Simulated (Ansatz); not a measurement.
```xyz
2

Re    0.0000    0.0000    0.0000
C     0.0000    0.0000    2.0884
```

Basis set: pcseg-2 on C; def2-TZVPP on Re (spherical functions, with the set's core potentials past Kr). Some runs use density fitting. Charge 0, multiplicity 6.

Computed with Ansatz (development build ahead of 0.2.0); each method stands on the lowest determinant of its kind that the runs found. Restricted functionals stand beside restricted open-shell atoms, which can lie above the unrestricted atoms usual in DFT and then raise those values.

(1) Give the atomization energy at this shape (free ground-state atoms in the same class of orbitals less the molecule, no zero-point energy) of sextet ReC by PBE (unrestricted), PBE (restricted open-shell).

Answers

(1)

```tsv
method	atomization energy
PBE (unrestricted)	3.35 eV
PBE (restricted open-shell)	3.27 eV
```

Caution: other spin multiplicities were not run.

The shape needn't be a minimum at these levels.
